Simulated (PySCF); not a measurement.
difluorosilyl(difluoro)silane (F4H2Si2), SMILES F[SiH](F)[SiH](F)F.

Coordinates come from a r2SCAN-D4/def2-SVP optimisation. One conformer was computed; it need not be the lowest.

Calculation: M06-2X/def2-TZVP run with PySCF.

Symmetry labels are those of the subgroup C2h that the program uses (full group C2h).

Computed valence orbital energies around the gap with their symmetry:
```tsv
orbital	symmetry	energy (eV)
HOMO−7	Bu	-15.41
HOMO−6	Au	-14.98
HOMO−5	Bg	-14.91
HOMO−4	Au	-14.59
HOMO−3	Bg	-14.49
HOMO−2	Ag	-13.65
HOMO−1	Bu	-12.97
HOMO	Ag	-10.25
LUMO	Bu	-0.38
LUMO+1	Au	-0.38
LUMO+2	Bu	2.00
LUMO+3	Bg	2.20
```
